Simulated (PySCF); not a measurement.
Numbering as in the mapped SMILES `[O:1]=[C:2]([CH:3]1[CH2:4][CH2:5]1)[CH:6]1[CH2:7][CH2:8]1`. Hydrogens are named by the atom that carries them. Ha(C4), Ha(C5), Ha(C7), Ha(C8) are cis to C2 on the ring; Hb(C4), Hb(C5), Hb(C7), Hb(C8) are trans to C2 on the ring.

Averaged over atoms made equivalent by symmetry, fast rotation or ring inversion, no solvent, one computed conformer, relativity neglected. Shielding tensors at B97-2/pcSseg-2 (GIAO); coordinates at the PBE0-D3(BJ)/def2-TZVP level; PySCF.

Scale: 13C and 1H vs TMS; 17O against H2O (reference shieldings calculated alike).

```
                      atoms  nucleus  count  δ (ppm)
                H(C3)/H(C6)       1H      2     2.00
Hb(C4)/Hb(C5)/Hb(C7)/Hb(C8)       1H      4     0.76
                         C2      13C      1    219.6
Ha(C4)/Ha(C5)/Ha(C7)/Ha(C8)       1H      4        ?
                C4/C5/C7/C8      13C      4        ?
                         O1      17O      1    511.7
                      C3/C6      13C      2     24.0
```

Complete the table.

## Answers


- C4/C5/C7/C8: 15.0 ppm, three-membered-ring carbon; carbons of three-membered rings are unusually shielded
- Ha(C4)/Ha(C5)/Ha(C7)/Ha(C8): 1.11 ppm, hydrogen on a three-membered-ring carbon; cyclopropane-type protons are shielded by the ring

Shifts are as computed. Against solution values, carbons near 30 ppm lie about +3 ppm off and those near 130 ppm about +7 ppm. Of 1211 compounds with measured shifts, 218 miss one by over three times the rms of a fit or turn the order of signals round; such compounds aren't used in these exercises. Unscaled 17O shifts of doubly bonded oxygen tend to come out too high, by tens of ppm or more. Experimental scales use liquid or dissolved standards, which lie at an offset from isolated H2O (liquid H2O: subtract about 36 ppm).
